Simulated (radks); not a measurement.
Species: F3+. Configuration: [He] 2s2 2p2.

All-electron calculation, scalar-relativistic Kohn-Sham, LDA (Slater exchange, Perdew-Wang correlation), spin-unpolarised, spherical densities, point nucleus. Program: a radial shooting solver on a logarithmic mesh with Libxc functionals.

Energy parts (Ry):
part                      energy
total                 -189.64494
kinetic                189.37060
electron-nucleus      -425.72246
Hartree                 62.26858
exchange-correlation   -15.56166

Orbitals (lengths in bohr, moments of r in powers of bohr):
| orbital | occ. | eigenvalue (Ry) | <r^4> | <r^2> |
|---|---|---|---|---|
| 1s | 2 | -54.15355 | 0.004644 | 0.04223 |
| 2s | 2 | -6.67112 | 1.497 | 0.9176 |
| 2p | 2 | -5.35437 | 1.492 | 0.8481 |

The highest occupied level is 2p at -72.850 eV. Summed over all electrons, <r^2> = 3.616 bohr^2, which gives a Langevin (diamagnetic) susceptibility term of -2.86 x 10^-6 cm^3/mol.
